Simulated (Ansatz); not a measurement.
# Loss of H2: C3H7Br → C3H5Br + H2

Species: C3H7Br (1-bromopropane) `CCCBr`, singlet; C3H5Br `C=CCBr`, singlet; H2 (hydrogen), singlet. 

Shapes, held fixed at every level: PBE0-D4/def2-TZVP. Flexible molecules stand in one conformer, not always the lowest. Programs: Ansatz 0.2.0. Electronic energies: no zero-point or thermal term.

| level | kind | ΔE (kJ/mol) | less CCSD(T)/def2-TZVPP |
| --- | --- | --- | --- |
| PBE-D4/def2-TZVPP | GGA | +160.7 | +0.5 |
| B3LYP-D4/def2-TZVPP | global hybrid | +152.1 | -8.1 |
| wB97M-V/def2-TZVPP | range-separated hybrid | +165.3 | +5.1 |
| wB97X-V/def2-TZVPP | range-separated hybrid | +173.9 | +13.7 |
| B2PLYP/def2-TZVPP | double hybrid | +154.4 | -5.8 |
| MP2/def2-TZVPP | perturbation theory | +165.3 | +5.1 |
| CCSD/def2-TZVPP | coupled cluster or CI | +164.1 | +3.9 |
| CCSD(T)/def2-TZVPP | coupled cluster or CI | +160.2 | 0.0 |

The highest level, CCSD(T)/def2-TZVPP, gives ΔE = +160.2 kJ/mol; the levels span +152.1 to +173.9. The column of differences is taken from that level and isn't an error. No measured value is set beside it here. Relativity is left out for Br. Outer-core shells of Br are correlated in most correlated rows, in sets that cover them unevenly.
